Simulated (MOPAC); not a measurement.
MOPAC input (AM1):

```
AM1 1SCF CHARGE=-1 GEO-OK AUX(PRECISION=9) THREADS=1
HSe

Se   -0.00000000 1   -0.00000000 1   -0.04223725 1
H     0.00000000 1    0.00000000 1    1.43606650 1
```

### Question
What heat of formation does the run end on, and which ionisation energy by Koopmans theorem?

### Answer
-23.87 kcal/mol; 3.02 eV.
